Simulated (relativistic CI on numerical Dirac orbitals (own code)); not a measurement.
He+: calculation against measurement

Method of calculation: Dirac equation for one electron, model QED (radiative potential, 1s self-energy scaled to tabulated hydrogen-like ionisation energies) (own radial code, finite nucleus).

Configurations in the expansion: 1s, 2p, 2s, 3p, 3s, 3d, 4p, 4s, 4d, 4f, 5s, 5p, 5d, 5f, 5g, 6s, 6p, 6d. Levels of other configurations are missing.

| Configuration | Term (tabulated) | J | Measured (cm⁻¹) | Computed | Error | Purity (%) |
| --- | --- | --- | --- | --- | --- | --- |
| 1s | 2S | 1/2 | 0.0 | 0 | 0 | 100 |
| 2p | 2P° | 1/2 | 329179.3 | 329179 | 0 | 100 |
| 2s | 2S | 1/2 | 329179.8 | 329180 | 0 | 100 |
| 2p | 2P° | 3/2 | 329185.2 | 329185 | 0 | 100 |
| 3p | 2P° | 1/2 | 390140.8 | 390141 | 0 | 100 |
| 3s | 2S | 1/2 | 390141.0 | 390141 | 0 | 100 |
| 3d | 2D | 3/2 | 390142.6 | 390143 | 0 | 100 |
| 3p | 2P° | 3/2 | 390142.6 | 390143 | 0 | 100 |
| 3d | 2D | 5/2 | 390143.1 | 390143 | 0 | 100 |
| 4p | 2P° | 1/2 | 411477.1 | 411477 | 0 | 100 |
| 4s | 2S | 1/2 | 411477.2 | 411477 | 0 | 100 |
| 4d | 2D | 3/2 | 411477.9 | 411478 | 0 | 100 |
| 4p | 2P° | 3/2 | 411477.9 | 411478 | 0 | 100 |
| 4f | 2F° | 5/2 | 411478.1 | 411478 | 0 | 100 |
| 4d | 2D | 5/2 | 411478.1 | 411478 | 0 | 100 |
| 4f | 2F° | 7/2 | 411478.2 | 411478 | 0 | 100 |

Measured levels from NIST Handbook of Basic Atomic Spectroscopic Data (Sansonetti and Martin, J. Phys. Chem. Ref. Data 34, 1559 (2005)); pairs were made by configuration, J and term (by order where the table uses no LS term), so strongly mixed levels may be paired wrongly.

Mean error by configuration (cm⁻¹): 2p 0; 2s 0; 3p 0; 3s 0; 3d 0; 4p 0; 4s 0; 4d 0; 4f 0. Over the excited levels the mean absolute error is 0 cm⁻¹ (15 of the 15 excited levels that our extract of the source holds in range could be paired), and the median relative error of those above 1,000 cm⁻¹ is 1.8e-06 %.
